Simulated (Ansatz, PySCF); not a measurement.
Reaction (SMILES): C=N (CH3N) -> C=[N-] + H+
Each molecule is optimised on its own at B3LYP-D3(BJ)/def2-TZVP (Ansatz, a quantum-chemistry and plane-wave program).

Quantity: gas-phase deprotonation energy (0 K, with B3LYP-D3(BJ) harmonic zero-point energies from PySCF), in kJ/mol. Correlated levels leave the core frozen unless marked. No spin-orbit coupling. Non-relativistic. Anions need diffuse functions: def2-D sets add few; the other sets have none. CBS marks a two-point X^-3 extrapolation of the correlation energy; Hartree-Fock from the larger set.

| level | program | gas-phase deprotonation energy (kJ/mol) | minus last row |
|---|---|---|---|
| BLYP-D4/def2-TZVPD | Ansatz + dftd4 | 1600.9 | -30.1 |
| r2SCAN-D4/def2-TZVPD | Ansatz + dftd4 | 1620.8 | -10.2 |
| BHLYP-D4/def2-TZVPD | Ansatz + dftd4 | 1637.2 | 6.2 |
| BHLYP/def2-TZVPD | Ansatz | 1637.9 | 6.9 |
| PW6B95-D4/def2-TZVPD | PySCF + dftd4 | 1627.9 | -3.1 |
| CAM-B3LYP/def2-TZVPD | Ansatz | 1619.8 | -11.2 |
| LC-wPBE-D3(BJ)/def2-TZVPD | Ansatz + dftd3 | 1642.0 | 11.0 |
| MP2/6-31G* | Ansatz | 1682.9 | 51.9 |
| MP2/def2-SVP | Ansatz | 1691.5 | 60.5 |
| RI-MP2/def2-TZVPPD | Ansatz | 1627.4 | -3.6 |
| SCS-MP2/cc-pVDZ | Ansatz | 1699.3 | 68.3 |
| SCS-MP2/def2-SVP | Ansatz | 1699.7 | 68.7 |
| CCSD(T)/cc-pVDZ | PySCF | 1696.7 | 65.7 |
| CCSD(T)/def2-SVP | Ansatz | 1697.5 | 66.5 |
| CCSD(T)/CBS(def2-TZVPPD,def2-QZVPPD) | Ansatz | 1631.0 | 0.0 |
